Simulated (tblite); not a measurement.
C4H8FN2Si (doublet state).
Z-matrix (Å and degrees, GFN2-xTB geometry), rows numbered from 1:
```
N 
C   1  1.2199
C   2  1.5006  1  126.55
F   3  1.3909  2  109.22  1  -164.03
C   3  1.5355  2  115.95  1   -38.15
C   5  1.5420  3  100.20  2   130.39
Si  6  1.9207  5   92.08  3    -9.70
N   7  1.7108  3  108.79  2   110.59
H   2  1.0990  1  122.84  3   177.96
H   5  1.0893  3  111.53  2  -108.62
H   5  1.0885  3  109.78  2    12.38
H   6  1.0894  5  111.78  3   107.73
H   6  1.0872  5  112.90  3  -131.00
H   7  1.4524  3  116.35  2   -13.97
H   8  1.0083  7  120.32  3    31.26
H   8  1.0053  7  121.23  3   179.21
```

Calculated harmonic vibrations of the isolated species, GFN2-xTB (tblite), most abundant isotopes, no scaling. Errors from tens to a few hundred cm⁻¹ against measured bands are possible. Modes of hydrogen on silicon can be 10 to 20 % off. One conformer, not necessarily the lowest. Open shells enter through the occupations alone, without spin polarisation, and single modes of such species can be off by tens of per cent.

Harmonic wavenumbers (cm⁻¹): 53.1, 81.9, 126.0, 150.5, 220.0, 225.2, 238.0, 312.3, 372.1, 426.5, 482.0, 498.5, 535.1, 602.3, 622.2, 700.4, 718.4, 775.9, 795.0, 844.6, 926.7, 955.9, 991.5, 1026.5, 1059.8, 1136.6, 1174.5, 1178.7, 1207.9, 1277.3, 1449.0, 1468.4, 1487.8, 1803.4, 2359.8, 2789.4, 2990.5, 3008.7, 3013.5, 3021.9, 3463.3, 3516.5.

A = 2320, B = 1410, C = 1321 MHz; mass 131.044 u (most abundant isotopes); point group C1, symmetry number 1; spin multiplicity 2.

Question: What is the zero-point energy?

Answer: ½Σν̃ = 25044 cm⁻¹ = 299.59 kJ/mol.

Question: Give the ideal-gas entropy at 298.15 K and 1 bar in the rigid-rotor, harmonic-oscillator model (classical rotation).

Answer: Translation 169.66, rotation 120.08, vibration 116.97, spin (R ln 2) 5.76: S = 412.5 J/(mol K).

Question: And Cp and H(298.15 K) − H(0)?

Answer: Cp = 160.08 J/(mol K), of which vibrations give 126.82 (their classical limit is 42 R = 349.2); H(298.15 K) − H(0) = 28.89 kJ/mol without the zero-point energy, 18.97 from vibrations.

Question: How do the functions run with temperature in this model?

Answer: 
```csv
T (K),S (J/(mol K)),Cp (J/(mol K)),H − H(0) (kJ/mol),G − H(0) (kJ/mol),ln q(vib)
50,246.5,52.3,2.02,-10.30,0.39
100,290.4,76.6,5.25,-23.78,1.43
373.15,451.4,186.8,41.92,-126.50,8.33
500,511.3,222.9,68.03,-187.63,11.52
750,611.4,270.0,130.15,-328.42,17.44
1000,693.5,299.9,201.65,-491.84,22.77
```

q(vib) and H(0) count from the zero-point level.

Question: Which modes carry the vibrational entropy at 298.15 K?

Answer: 53.1 cm⁻¹: 19.66; 81.9 cm⁻¹: 16.09; 126.0 cm⁻¹: 12.58; 150.5 cm⁻¹: 11.15; 220.0 cm⁻¹: 8.20; 225.2 cm⁻¹: 8.02 J/(mol K); the other 36 give 41.27 together.

Question: Blend soft modes into free rotors: weight 1/[1 + (100 cm⁻¹/ν̃)⁴] for the oscillator and the rest for a rotor with moment μB/(μ + B), μ = h/(8π²ν), B = 10⁻⁴⁴ kg m². What vibrational entropy results?

Answer: 109.49 J/(mol K) in place of 116.97, which changes −T·S at 298.15 K by +2.23 kJ/mol.

Question: What must be added to the electronic energy to get the Gibbs energy at 298.15 K and 1 bar?

Answer: ZPE + [H(298.15 K) − H(0)] − T·S = 299.59 + 28.89 − 122.98 = 205.50 kJ/mol.

Hindered rotation and anharmonicity are outside this model. Other conformers, if any are populated, would add a mixing term that is left out. The structure is chiral; the term R ln 2 for an equal mix with its mirror image is left out.
